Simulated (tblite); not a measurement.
Compound: C6H15PSi.
Geometry (GFN2-xTB, Å), atoms numbered from 1 in this order:
```
atom  x, y, z in Å
C1    -2.3249    0.2554   -1.0505
C2    -1.2783   -0.4457   -0.1913
C3    -1.9354   -1.4759    0.7246
C4    -0.4912    0.5691    0.6389
P5     0.4341    1.8064   -0.4142
C6     2.0718    1.8002    0.4217
C7     2.0130    0.9176   -0.8012
Si8    2.3720   -0.9322   -0.7164
H9    -2.8646   -0.4648   -1.6614
H10   -3.0411    0.7819   -0.4222
H11   -1.8467    0.9799   -1.7085
H12   -0.5754   -0.9668   -0.8524
H13   -2.4860   -2.2095    0.1401
H14   -2.6306   -0.9879    1.4051
H15   -1.1868   -2.0007    1.3145
H16    0.2052    0.0575    1.3062
H17   -1.1869    1.1472    1.2570
H18    2.1359    1.3184    1.3891
H19    2.6606    2.7072    0.3612
H20    2.4789    1.3766   -1.6727
H21    1.7903   -1.5872   -1.8892
H22    3.8303   -1.0832   -0.7209
H23    1.8510   -1.5365    0.5117
```

Method: GFN2-xTB as coded in tblite; computed harmonic values from a numerical Hessian at the method's own geometry, unscaled. The method is semi-empirical: single wavenumbers can be off by several per cent or more. Modes of hydrogen on silicon can be 10 to 20 % off. One conformer, not necessarily the lowest.

Harmonic wavenumbers (cm⁻¹): 44.7, 68.6, 119.2, 132.2, 164.9, 206.2, 219.0, 228.2, 271.9, 305.9, 342.3, 403.0, 439.2, 504.2, 546.9, 626.3, 681.1, 734.5, 770.2, 785.9, 789.5, 803.8, 815.0, 852.4, 883.3, 930.3, 947.8, 983.6, 986.6, 1001.0, 1039.6, 1061.4, 1132.6, 1144.8, 1183.7, 1212.9, 1234.3, 1248.4, 1323.6, 1331.7, 1406.0, 1419.0, 1426.9, 1442.4, 1490.1, 1495.6, 1503.8, 1506.1, 2240.2, 2252.3, 2259.0, 2917.3, 2931.9, 2958.1, 2963.7, 3012.9, 3022.8, 3027.3, 3027.9, 3033.3, 3035.9, 3036.7, 3043.6.

A = 1829, B = 952.4, C = 744.3 MHz; mass 146.068 u (most abundant isotopes); point group C1, symmetry number 1.

**Question.** Zero-point energy?

**Answer.** Half the sum of the wavenumbers: 41477 cm⁻¹ = 118.59 kcal/mol.

**Question.** What is S at 273.15 K and 1 bar for an ideal gas of classical rigid rotors and harmonic oscillators?

**Answer.** Translation 40.44, rotation 29.63, vibration 31.21: S = 101.3 cal/(mol K).

**Question.** And Cp and H(273.15 K) − H(0)?

**Answer.** Cp = 42.08 cal/(mol K), of which vibrations give 34.13 (their classical limit is 63 R = 125.2); H(273.15 K) − H(0) = 6.80 kcal/mol without the zero-point energy, 4.63 from vibrations.

**Question.** Which modes carry the vibrational entropy at 273.15 K?

**Answer.** 44.7 cm⁻¹: 4.87; 68.6 cm⁻¹: 4.02; 119.2 cm⁻¹: 2.94; 132.2 cm⁻¹: 2.75; 164.9 cm⁻¹: 2.33; 206.2 cm⁻¹: 1.92 cal/(mol K); the other 57 give 12.38 together.

**Question.** What must be added to the electronic energy to get the Gibbs energy at 273.15 K and 1 bar?

**Answer.** ZPE + [H(273.15 K) − H(0)] − T·S = 118.59 + 6.80 − 27.66 = 97.73 kcal/mol.

Hindered rotation and anharmonicity are outside this model. Other conformers, if any are populated, would add a mixing term that is left out. The structure is chiral; the term R ln 2 for an equal mix with its mirror image is left out.
